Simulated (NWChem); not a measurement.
System: SiNH$_{4}$Cl; SMILES N[SiH2]Cl

Here is an NWChem input.

```
start job
memory heap 200 mb stack 900 mb global 1100 mb
geometry units angstroms noautoz
  Si     0.573183    -0.501757     0.045112
  N     -0.611084    -1.741851     0.139484
  Cl    -0.145806     1.425401    -0.382783
  H      1.500642    -0.836478    -1.056613
  H      1.234899    -0.398528     1.363255
  H     -1.245458    -1.776694     0.929251
  H     -1.066280    -2.072123    -0.703767
end
basis spherical
  * library cc-pvtz
end
dft
  xc xtpss03 ctpss03
  iterations 150
  mulliken
end
task dft energy
```

Geometry: optimised at B3LYP/6-31G* (spherical d).

### Question
Predict the main results of this run. (TPSS/cc-pVTZ.) Quantities: basis functions; energy (Ha); highest occupied level (eV); orbital gap (eV); dipole (D).

### Answer
| Quantity | Value |
|---|---|
| number of basis functions | 154 |
| energy (Ha) | -807.04 |
| highest occupied level (eV) | -6.65 |
| orbital gap (eV) | 6.51 |
| dipole (D) | 2.14 |
